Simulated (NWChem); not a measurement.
Everything below was run with NWChem. System: FISi, charge 0, spin multiplicity 1, at a geometry optimised with PBE/def2-SVP with def2 effective core potentials on I. The structure started from a generated list of species. Level: G0W0@PBE/def2-QZVP with def2 effective core potentials on I, RI basis def2-qzvp-rifit, no spin-orbit coupling.

NWChem printed:

```
             Northwest Computational Chemistry Package (NWChem) 7.3.0
             --------------------------------------------------------

                                NWChem Input Module
                                -------------------

 Scaling coordinates for geometry "geometry" by  1.889725989
 (inverse scale =  0.529177249)

 Turning off AUTOSYM since
 SYMMETRY directive was detected!

                             Geometry "geometry" -> ""
                             -------------------------

 Output coordinates in angstroms (scale by  1.889725989 to convert to a.u.)

  No.       Tag          Charge          X              Y              Z
 ---- ---------------- ---------- -------------- -------------- --------------
    1 Si                  14.0000    -1.20341200    -1.23568800     0.00000000
    2 F                    9.0000    -0.13988700    -2.49289200     0.00000000
    3 I                   53.0000     0.34163700     0.74973000     0.00000000

 Effective nuclear repulsion energy (a.u.)     273.5657315758

            Nuclear Dipole moment (a.u.)
            ----------------------------
        X                 Y               Z
 ---------------- ---------------- ----------------
     0.0000188973     0.0000566918     0.0000000000

      Symmetry information
      --------------------

 Group name             Cs
 Group number              2
 Group order               2
 No. of unique centers     3

      Symmetry unique atoms

     1    2    3


 Summary of "ao basis" -> "" (spherical)
 ------------------------------------------------------------------------------
       Tag                 Description            Shells   Functions and Types
 ---------------- ------------------------------  ------  ---------------------
 *                         def2-qzvp                  on all atoms

 Summary of "ri basis" -> "" (spherical)
 ------------------------------------------------------------------------------
       Tag                 Description            Shells   Functions and Types
 ---------------- ------------------------------  ------  ---------------------
 *                      def2-qzvp-rifit               on all atoms

  pbe96 is a nonlocal functional; adding pw91lda local functional.

                                 NWChem DFT Module
                                 -----------------

 Summary of "ao basis" -> "ao basis" (spherical)
 ------------------------------------------------------------------------------
       Tag                 Description            Shells   Functions and Types
 ---------------- ------------------------------  ------  ---------------------
 Si                        def2-qzvp                22       70   9s6p4d2f1g
 F                         def2-qzvp                17       57   7s4p3d2f1g
 I                         def2-qzvp                22       82   7s6p4d4f1g

 Summary of "ao basis" -> "ao basis" (spherical)
 ------------------------------------------------------------------------------
       Tag                 Description            Shells   Functions and Types
 ---------------- ------------------------------  ------  ---------------------
 Si                        def2-qzvp                22       70   9s6p4d2f1g
 F                         def2-qzvp                17       57   7s4p3d2f1g
 I                         def2-qzvp                22       82   7s6p4d4f1g

      Symmetry analysis of basis
      --------------------------

        a'        135
        a"         74

            General Information
            -------------------
          SCF calculation type: DFT
          Wavefunction type:  closed shell.
          No. of atoms     :     3
          No. of electrons :    48
           Alpha electrons :    24
            Beta electrons :    24
          Charge           :     0
          Spin multiplicity:     1
          Use of symmetry is: on ; symmetry adaption is: on
          Maximum number of iterations: 100
          This is a Direct SCF calculation.
          AO basis - number of functions:   209
                     number of shells:    61
          Convergence on energy requested:  1.00D-06
          Convergence on density requested:  1.00D-05
[...]
   Bfn.  Coefficient  Atom+Function         Bfn.  Coefficient  Atom+Function
  ----- ------------  ---------------      ----- ------------  ---------------
   149      0.462085  3 I  pz               146      0.403034  3 I  pz
   137     -0.307186  3 I  pz               152      0.164912  3 I  pz
    24      0.113089  1 Si pz                21      0.086043  1 Si pz
   140     -0.084350  3 I  pz                12     -0.056172  1 Si pz
    80     -0.053933  2 F  pz               143      0.052741  3 I  pz

 Vector   23  Occ=2.000000D+00  E=-2.553696D-01  Symmetry=a'
              MO Center= -3.9D-02,  3.4D-01, -2.2D-14, r^2= 3.2D+00
   Bfn.  Coefficient  Atom+Function         Bfn.  Coefficient  Atom+Function
  ----- ------------  ---------------      ----- ------------  ---------------
   148      0.405332  3 I  py               145      0.350599  3 I  py
   136     -0.266648  3 I  py               147     -0.189422  3 I  px
     8      0.169703  1 Si s                144     -0.166000  3 I  px
   151      0.141238  3 I  py                 9      0.137195  1 Si s
   135      0.126675  3 I  px                22     -0.121104  1 Si px

 Vector   24  Occ=2.000000D+00  E=-2.410089D-01  Symmetry=a'
              MO Center= -5.1D-01, -2.7D-01,  1.8D-14, r^2= 4.3D+00
   Bfn.  Coefficient  Atom+Function         Bfn.  Coefficient  Atom+Function
  ----- ------------  ---------------      ----- ------------  ---------------
   147      0.384617  3 I  px               144      0.332456  3 I  px
     8      0.326550  1 Si s                  9      0.270888  1 Si s
   135     -0.251309  3 I  px                19     -0.163841  1 Si px
    22     -0.161702  1 Si px               150      0.151532  3 I  px
     7      0.136307  1 Si s                  6     -0.118595  1 Si s

 Vector   25  Occ=0.000000D+00  E=-1.357490D-01  Symmetry=a"
              MO Center= -1.1D+00, -9.7D-01, -4.2D-15, r^2= 3.3D+00
   Bfn.  Coefficient  Atom+Function         Bfn.  Coefficient  Atom+Function
  ----- ------------  ---------------      ----- ------------  ---------------
    24      0.494324  1 Si pz                21      0.344559  1 Si pz
    27      0.279603  1 Si pz                12     -0.214927  1 Si pz
   149     -0.177834  3 I  pz               146     -0.164260  3 I  pz
   152     -0.142164  3 I  pz               137      0.114844  3 I  pz
    80     -0.113428  2 F  pz                83     -0.105594  2 F  pz

 Vector   26  Occ=0.000000D+00  E=-5.588785D-02  Symmetry=a'
              MO Center= -8.7D-01, -7.2D-01, -2.4D-15, r^2= 6.0D+00
   Bfn.  Coefficient  Atom+Function         Bfn.  Coefficient  Atom+Function
  ----- ------------  ---------------      ----- ------------  ---------------
   134      0.837517  3 I  s                  9     -0.664427  1 Si s
    26     -0.620581  1 Si py               151     -0.541694  3 I  py
    23     -0.530416  1 Si py               150     -0.451354  3 I  px
    25     -0.412288  1 Si px                22     -0.350876  1 Si px
   147     -0.260932  3 I  px               148     -0.249559  3 I  py

 Vector   27  Occ=0.000000D+00  E=-3.994777D-02  Symmetry=a'
              MO Center= -1.1D+00, -7.8D-01,  6.7D-16, r^2= 4.8D+00
   Bfn.  Coefficient  Atom+Function         Bfn.  Coefficient  Atom+Function
  ----- ------------  ---------------      ----- ------------  ---------------
    25      0.498204  1 Si px                26     -0.401114  1 Si py
     9      0.290204  1 Si s                151      0.289136  3 I  py
    19      0.195511  1 Si px                 7      0.187346  1 Si s
    22      0.180886  1 Si px                43      0.171554  1 Si d -2
    76     -0.160290  2 F  s                148      0.152779  3 I  py

 center of mass
 --------------
 x =   0.07638721 y =   0.14356228 z =   0.00000000

 moments of inertia (a.u.)
 ------------------
         825.312261298255        -286.391473959047           0.000000000000
        -286.391473959047         197.891062721108           0.000000000000
           0.000000000000           0.000000000000        1023.203324019363

     Multipole analysis of the density
     ---------------------------------

     L   x y z        total         alpha         beta         nuclear
     -   - - -        -----         -----         ----         -------
     0   0 0 0     -0.000000    -24.000000    -24.000000     48.000000

     1   1 0 0     -0.417379      8.829706      8.829706    -18.076790
     1   0 1 0      0.013053     19.841478     19.841478    -39.669903
     1   0 0 1     -0.000000     -0.000000     -0.000000      0.000000

     2   2 0 0    -32.723672    -58.087611    -58.087611     83.451550
     2   1 1 0      1.731798    -53.343717    -53.343717    108.419231
     2   1 0 1     -0.000000     -0.000000     -0.000000      0.000000
     2   0 2 0    -34.733830   -180.492988   -180.492988    326.252147
     2   0 1 1      0.000000      0.000000      0.000000      0.000000
     2   0 0 2    -31.954535    -15.977267    -15.977267      0.000000

 Task  times  cpu:      168.2s     wall:      168.2s

                                NWChem Input Module
                                -------------------

                                 NWChem GW Module
                                 ----------------

                             ***********************
                             ***        GW       ***
                             ***********************

 Summary of "ri basis" -> "ri basis" (spherical)
 ------------------------------------------------------------------------------
       Tag                 Description            Shells   Functions and Types
 ---------------- ------------------------------  ------  ---------------------
 Si                     def2-qzvp-rifit             41      167   12s10p9d6f3g1h
 F                      def2-qzvp-rifit             33      141   9s8p7d5f3g1h
 I                      def2-qzvp-rifit             50      276   10s10p9d8f6g5h2i

                 Memory Information
                 ------------------
          Available GA per process is          1699.7 MBs
          Available stack per process is        700.0 MBs
          Available heap per process is           0.1 MBs

          Peak memory in Initialization
              Peak GA per process is                 27.2 MBs
              Peak stack per process is               0.5 MBs
              Peak heap per process is               28.3 MBs
              Memory not in MA per process            0.0 MBs

          Peak memory in CDGW Calculation
              Peak GA per process is                 32.7 MBs
              Peak stack per process is               5.2 MBs
              Peak heap per process is                5.1 MBs
              Memory not in MA per process            0.0 MBs

          Computing 2-center integrals
          Computing Inverse Cholesky factor
          Computing 3-center integrals
          Computing Vxc

          Computing Sigma_x
          Computing W(iw) on the imaginary grid
          Solving quasiparticle equations

                  Alpha Orbitals
          State     Energy (eV)     Error (eV)
          -----------------------------------
@GW        21        -10.308           0.003
@GW        22         -9.732           0.002
@GW        23         -9.786           0.002
@GW        24         -9.416           0.002
@GW        25         -1.445           0.002
@GW        26          0.713           0.002

     GW Timing Statistics
   ------------------------
   Init.   :          0.4s
     ERIs  :          6.3s
     Distr.:          0.1s
     Vxc   :          0.4s
   Vmo     :          0.0s
   iW      :          7.9s
   I_n     :          0.0s
   R_n     :          1.3s
   GW total:         16.3s

 Task  times  cpu:       16.3s     wall:       16.3s

 Total times  cpu:      184.6s     wall:      184.6s
```

Question: Write an NWChem input that would produce this output.

Answer: One answer among several that fit: 
```
start mol
memory heap 200 mb stack 700 mb global 1700 mb
geometry units angstroms nocenter noautoz
  Si    -1.203412    -1.235688     0.000000
  F     -0.139887    -2.492892     0.000000
  I      0.341637     0.749730     0.000000
  symmetry group Cs
end
basis spherical
  * library def2-qzvp
end
ecp
  I library def2-ecp
end
basis "ri basis" bse spherical
  * library def2-qzvp-rifit
end
dft
  xc xpbe96 cpbe96
  iterations 100
  direct
  tolerances tight
end
task dft energy
gw
  method cdgw
  states alpha occ 4 vir 2
end
task dft gw
```
